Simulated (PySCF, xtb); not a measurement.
GaI2, SMILES [I][Ga][I], multiplicity 2.

Harmonic wavenumbers (cm⁻¹) from GFN2-xTB (xtb) at its own minimum, in rising order: 42, 182, 233.

**Question.** What does PBE-D3(BJ)/def2-SVP run with PySCF give at its own minimum? (The exact figures need the calculation; the answer reports its results.)

**Answer.** 51, 179, 246. Paired by order, the mean absolute difference is 8 cm⁻¹ and the zero-point energies are 0.7 and 0.7 kcal/mol.
